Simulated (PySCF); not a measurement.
In(Cl)(OMe)(NH2) (CH5ClInNO), SMILES [NH2][In]([O]C)[Cl].

Coordinates come from a B3LYP-D3(BJ)/def2-SVP optimisation. The structure was generated by enumeration; whether it is a known compound was not checked. The def2 effective core potentials stand for the cores of In; spin–orbit coupling is left out. One conformer was computed; it need not be the lowest.

Two levels are set side by side: PBE/def2-TZVP (PySCF) and B3LYP/def2-TZVP (PySCF). Same geometry, gas phase. Differences are taken from unrounded values.

```json
[
 {"quantity": "orbital gap (eV)", "B3LYP": "5.14", "PBE": "3.32", "PBE minus B3LYP": "-1.81"},
 {"quantity": "highest occupied level (eV)", "B3LYP": "-7.46", "PBE": "-6.20", "PBE minus B3LYP": "1.26"},
 {"quantity": "lowest empty level (eV)", "B3LYP": "-2.32", "PBE": "-2.87", "PBE minus B3LYP": "-0.55"},
 {"quantity": "dipole moment (D)", "B3LYP": "3.57", "PBE": "3.51", "PBE minus B3LYP": "-0.06"},
 {"quantity": "mean polarisability (bohr³)", "B3LYP": "73.3", "PBE": "76.8", "PBE minus B3LYP": "3.5"}
]
```

PBE's occupied levels lie high since its potential decays too fast outside the molecule; exact exchange lowers them and widens the gap. Loosely held outer electrons make PBE densities more polarisable. Differences between two approximate levels are no errors against the true value.

Rough cost on one machine, each run with all the roots and properties that it gave: B3LYP against PBE within a factor of 2.
